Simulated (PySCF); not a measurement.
## Orbital energies, ionisation energy and electron affinity

Species: C5H13NSi4.
Numbering: `[SiH3:1][SiH2:2][SiH2:3][SiH2:4][c:5]1[cH:6][cH:7][cH:8][cH:9][n:10]1` (hydrogens: H11, H12, H13 on Si1; H14, H15 on Si2; H16, H17 on Si3; H18, H19 on Si4; H20 on C6; H21 on C7; H22 on C8; H23 on C9)

Structure used (PBE0-D3(BJ)/def2-SVP), in Å, numbered top down from 1:
```xyz
23
C5H13NSi4 angstrom
Si    -2.2766    1.7749   -0.1749
Si    -2.2713   -0.1984    1.0935
Si    -1.8647   -2.0284   -0.3215
Si    -0.1171   -1.4609   -1.7788
C      1.1078   -0.4215   -0.7681
C      2.4924   -0.6282   -0.7636
C      3.2996    0.1836    0.0303
C      2.7012    1.1793    0.7966
C      1.3149    1.3163    0.7340
N      0.5432    0.5419   -0.0207
H     -3.6520    2.3746   -0.1871
H     -1.3538    2.8030    0.3967
H     -1.9004    1.4950   -1.5937
H     -3.6085   -0.4138    1.7429
H     -1.2540   -0.1520    2.1880
H     -1.4935   -3.2548    0.4556
H     -3.0988   -2.3384   -1.1127
H      0.6036   -2.6475   -2.3388
H     -0.6322   -0.6442   -2.9210
H      2.9296   -1.4201   -1.3765
H      4.3829    0.0392    0.0518
H      3.2918    1.8385    1.4360
H      0.8024    2.0841    1.3251
```

Level: B3LYP/def2-SVPD (PySCF). Frontier orbitals with their largest atomic shares (Löwdin; up to four atoms above 4 %):

```csv
orbital,ε (eV),main atoms
HOMO−3,-8.05,"Si2 16 %, Si1 12 %, N10 8 %, Si4 8 %"
HOMO−2,-7.61,"N10 12 %, C5 12 %, C8 11 %, C9 10 %"
HOMO−1,-7.34,"Si3 26 %, Si2 21 %, Si4 14 %, Si1 6 %"
HOMO,-7.18,?
LUMO,-1.63,"N10 21 %, C7 20 %, C5 16 %, C8 14 %"
LUMO+1,-1.23,"C6 21 %, C9 20 %, C8 13 %, C5 12 %"
LUMO+2,-0.34,"Si4 18 %, Si2 17 %, Si3 16 %, Si1 11 %"
```

Problem. What vertical ionisation energy does ΔSCF give, and how far is −ε(HOMO) from it?

Solution. ΔSCF: 8.77 eV (847 kJ/mol; threshold wavelength 141 nm); ⟨S²⟩ of the doublet left behind is 0.756, against 0.75 for a pure doublet. −ε(HOMO) is 7.18 eV, 1.59 eV below it. In exact Kohn–Sham theory the two would be equal; B3LYP (global hybrid, 20 % exact exchange) falls short of its own ΔSCF value by 18 %.

Problem. On which atoms does the HOMO lie?

Solution. N10 (pyridine-type nitrogen) 33 %, Si1 (SiH3 silicon) 11 %, Si2 (SiH2 silicon) 10 %, C5 (substituted aromatic carbon) 9 %, so no atom holds as much as 40 %. The HOMO−1 lies 0.16 eV lower.

Problem. And the vertical electron affinity, the fundamental gap, Mulliken's electronegativity and the hardness (with the factor ½)?

Solution. EA = -0.05 eV by ΔSCF (−ε(LUMO) = 1.63 eV); a negative value means that the added electron isn't bound at this geometry and level, and the number then depends on the basis. IE − EA = 8.82 eV against an orbital gap of 5.55 eV; (IE + EA)/2 = 4.36 eV; (IE − EA)/2 = 4.41 eV.

Problem. The lowest singlet excitation (vertical TDDFT, same level) lies at 4.42 eV. How far is it below IE − EA?

Solution. IE − EA = 8.82 eV, so by 4.40 eV.

Problem. With α = 184.9 au, estimate the like-pair dispersion coefficient by London's formula C6 = (3/4)α²I.

Solution. I = 0.3224 Eh, so C6 ≈ 8260 au, a rough estimate.

Problem. What kinetic energy would electrons from this vertical process carry with He I light (21.218 eV)?

Solution. 21.22 − 8.77 = 12.45 eV.

Geometry: PBE0-D3(BJ)/def2-SVP, one conformer, isolated molecule.
